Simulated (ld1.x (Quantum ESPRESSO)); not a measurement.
**Transferability test, TM potential for Cs (Z = 55)**

| Quantity | Value |
| --- | --- |
| Element | Cs |
| Generator | ld1.x (Quantum ESPRESSO) 7.5 |
| Type | norm-conserving Troullier–Martins (Kleinman–Bylander form) |
| Functional | PBE |
| Relativity | scalar-relativistic |
| Frozen core | [Kr] 4d10 |
| Valence charge | 9 |
| Reference configuration | 5s2 5p6 5d0 6s0.5 6p0.5 |
| Partial waves | 5s (bound): rc 3.05 bohr; 5p (bound): rc 3.20 bohr; 5d (bound, empty): rc 4.20 bohr |
| Local potential | the d channel |
| Core correction | none |

Occupied shells without a wave of their own: 6p, 6s. They enter only through the test configuration that unscreens the potential.

Energies are relative to the spin-unpolarised reference configuration 5s2 5p6 5d0 6s0.5 6p0.5; without spin polarisation the order of configurations can differ from experiment. Not all tests gave a result: 1 of 7 tests not solved or not reliable. Left out of the table: 5s1 5p6 5d0 6s1 6p0 (solver errors, printed error -5.5 eV).

```tsv
valence configuration	charge	ΔE all-electron (eV)	error AE − PS (meV)
5s2 5p6 5d0 6s1 6p0	0	-0.679	+833
5s2 5p6 5d0 6s0 6p0	+1	3.185	-1424
5s2 5p6 5d0 6s0.5 6p0	+0.5	0.791	-7.2
5s2 5p6 5d1 6s0 6p0	0	0.992	-911
```

Problem. What are ΔE and the potential's error for 5s2 5p6 5d0 6s0 6p1?

Solution. ΔE = 0.692 eV all-electron; the error (AE − PS) is -1064 meV.

Problem. What are ΔE and the potential's error for 5s2 5p6 5d0.5 6s0.5 6p0?

Solution. ΔE = 0.164 eV all-electron; the error (AE − PS) is +19 meV.

Levels in the configuration 5s2 5p6 5d1 6s0 6p0:

```json
{"level": "5s", "all-electron (eV)": "-26.874", "pseudo (eV)": "-27.735"}
{"level": "5p", "all-electron (eV)": "-13.686", "pseudo (eV)": "-14.341"}
{"level": "5d", "all-electron (eV)": "-0.576", "pseudo (eV)": "-0.719"}
```

These tests converged, but a pseudo level misses the all-electron one widely, so the file describes the atom poorly there or has found another state: 5s2 5p6 5d0 6s1 6p0: 6s by 1.2 eV; 5s2 5p6 5d0 6s0.5 6p0: 6s by 2.2 eV; 5s2 5p6 5d0.5 6s0.5 6p0: 6s by 1.7 eV. The 6p, 6s levels have no wave, so the channel is fitted at the deeper level alone: the likely source of the large errors.

A Bessel basis up to 400 Ry misses an occupied level by 0.27 Ry, so cutoffs and ghosts were not judged. The potential misses its own reference levels by up to 1.9 eV, so it is not fit for use.
